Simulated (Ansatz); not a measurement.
Isolated molecules relaxed with PBE0-D4/def2-TZVP in Ansatz; ΔE leaves out vibrations. CCSD(T)/CBS adds triple-zeta CCSD(T) − MP2 to the extrapolated MP2 energy (def2 sets, frozen cores). This one scheme is used for every species. Functionals use def2-TZVPP. HSE06 is defined as in plane-wave codes. Elements past krypton have def2 core potentials. For I, In outer-core shells are correlated without core-valence functions, which leaves a few kJ/mol of doubt a bond. Each species was taken in one conformer, which may not be the lowest.

`F[CH2][InH][I]` + HCl → `[Cl][InH][I]` + `CF`  (ligand exchange at the In–C bond)

`F[CH2][InH][I]`:

Z-matrix (Å, degrees):
```
C
In 1 2.168
F 1 1.385 2 112.1
H 1 1.094 2 109.4 3 -120.8
H 1 1.094 2 109.4 3 120.8
I 2 2.684 1 109.4 3 180.0
H 2 1.707 1 135.0 3 -0.0
```

HCl:

Z-matrix (Å, degrees):
```
Cl
H 1 1.279
```

`[Cl][InH][I]`:

Cartesian coordinates in Å:
```
Cl 0.821 -1.686 1.211
In -0.240 0.049 0.093
I 1.227 1.098 -1.833
H -1.808 0.539 0.529
```

`CF`:

```xyz
5

C    -0.035    0.046    0.020
F     0.752   -0.986   -0.439
H     0.468    0.531    0.860
H    -0.997   -0.357    0.346
H    -0.188    0.765   -0.787
```

CCSD(T)/CBS gives -1.59 eV.

(1) Another level gave -1.63 eV. Which?
A. r2SCAN0-D4/def2-TZVPP
B. LDA (SPW92)/def2-TZVPP
C. HSE06/def2-TZVPP
D. BLYP-D4/def2-TZVPP

Largest T1 diagnostic among the species: 0.012.

Answers

(1) A. r2SCAN0-D4 -1.63, HSE06 -1.57, BLYP-D4 -1.50, LDA (SPW92) -1.40 eV.

From BLYP to BHLYP (50 % exact exchange), in def2-TZVPP and without D4, ΔE moves by −0.18 eV. In def2-TZVPP, CCSD(T) changes the Hartree–Fock value by +0.34 eV (the triples alone add +0.03 eV) and MP2 by +0.30 eV. At CCSD(T), def2-SVP lies −0.08 eV from the extrapolated value and def2-TZVPP +0.05 eV.
